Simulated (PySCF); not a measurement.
## How methods differ on the ionisation energy of Tb²⁷⁺

Tb²⁷⁺ [Kr] 4d2 [4d3/2^2, M_J = 2] → Tb²⁸⁺ [Kr] 4d1 [4d3/2^1, M_J = 3/2], as a difference of total energies. Calculation: PySCF 2.14, in an even-tempered Gaussian basis (17 s from 2.3 bohr⁻², ratio 2.8; 14 p from 2.9 bohr⁻², ratio 2.8; 9 d from 2.9 bohr⁻², ratio 2.8; 3 f from 11 bohr⁻², ratio 3); the two-component X2C-1e Hamiltonian. Correlated levels: [Ar] 3d10 frozen; the 92 highest virtual spinors dropped. "Screened" scales the spin-orbit matrix elements by Boettger's factors to mimic the two-electron term; Breit and QED terms are absent.

```json
{"method": "GHF (spin-free)", "ionisation energy (eV)": "949.51"}
{"method": "GMP2 (spin-free)", "ionisation energy (eV)": "949.67"}
{"method": "GHF (screened spin-orbit)", "ionisation energy (eV)": "953.71"}
{"method": "GMP2 (screened spin-orbit)", "ionisation energy (eV)": "953.91"}
```

Breit and QED terms and the two-electron picture change are absent.

The spin-free rows relax to the high-spin LS determinant and lack the spin-orbit shift.

The labels give the starting determinants; with spin-orbit coupling the two ends relaxed to ⟨J²⟩ = 6.06, ⟨L²⟩ = 10.45, ⟨S²⟩ = 1.59 and ⟨J²⟩ = 3.75, ⟨L²⟩ = 6.05, ⟨S²⟩ = 0.80.

For comparison: 954 ± 4 eV (theoretical estimate listed by NIST; NIST Atomic Spectra Database, ionization energies).
